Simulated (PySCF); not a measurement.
## How methods differ on the excitation energy of Cd

Cd [Kr] 4d10 5s2 (1S) → Cd [Kr] 4d10 5s1 6s1 (3S), as a difference of total energies. Calculation: PySCF 2.14, in aug-cc-pwCVDZ-PP with ECP28MDF; scalar relativity through the core potential. Correlated levels: valence: 4s2 4p6 frozen; valence and next inner shell: nothing frozen outside the core potential. The calculations carry no spin-orbit coupling.

| method | excitation energy (eV) |
| --- | --- |
| UHF | 4.935 |
| LDA | 6.730 |
| PBE | 6.346 |
| r2SCAN | 6.320 |
| BHandHLYP | 6.160 |
| B2PLYP | 6.377 |
| TPSSh | 6.122 |
| wB97X | 6.467 |
| MP2 (valence) | 6.248 |
| SCS-MP2 (valence) | 6.275 |
| MP2 (valence and next inner shell) | 6.339 |

Question: Estimate what SCS-MP2 (valence and next inner shell) gives.

Answer: 6.339 eV, closest to MP2 (valence and next inner shell) among the rows shown.

Question: Estimate what PBE0 gives.

Answer: 6.096 eV, closest to TPSSh among the rows shown.

Errors of the correlated levels include the incompleteness of this basis and the frozen core.

For comparison: 6.383 eV (measured; NIST levels).
